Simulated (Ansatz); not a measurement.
**How methods differ on GeSiH3ClO (SMILES [SiH3][O][Ge][Cl])**

The species is GeSiH3ClO (7 atoms), meant as a singlet with charge 0. SMILES: `[SiH3][O][Ge][Cl]`. The shape was relaxed beforehand at PBE0/def2-SVP. This is one conformer, not always the lowest.

Quantity: the adiabatic electron affinity (to the doublet anion, shapes relaxed at PBE0/def2-SVP, no zero-point term), in eV. The values are calculated.

The electron affinity is E(neutral) − E(anion): positive where the electron is bound.

```
           level                    kind  program  value (eV)  less CCSD(T)/def2-SVP  CPU time (all runs)
     HF/def2-SVP            Hartree–Fock   Ansatz        0.48                  -0.02                3.6 s
    PBE/def2-SVP                     GGA   Ansatz        0.70                  +0.20                5.5 s
  B3LYP/def2-SVP           global hybrid   Ansatz        0.76                  +0.26                8.2 s
wB97M-V/def2-SVP  range-separated hybrid   Ansatz        0.69                  +0.19                 36 s
    MP2/def2-SVP     perturbation theory   Ansatz        0.49                  -0.01                4.1 s
CCSD(T)/def2-SVP   coupled cluster or CI   Ansatz        0.50                   0.00                 41 s
```

CCSD(T)/def2-SVP is the highest level here, not the true value. All-electron rows without a relativistic Hamiltonian named are non-relativistic. The values span 0.48 to 0.76 eV. In the correlated wave-function rows the outer d shell of Ge is correlated, in sets not made for it. Times are those of the runs behind each value, whatever else they computed, on shared processors of several kinds: orders of magnitude only.
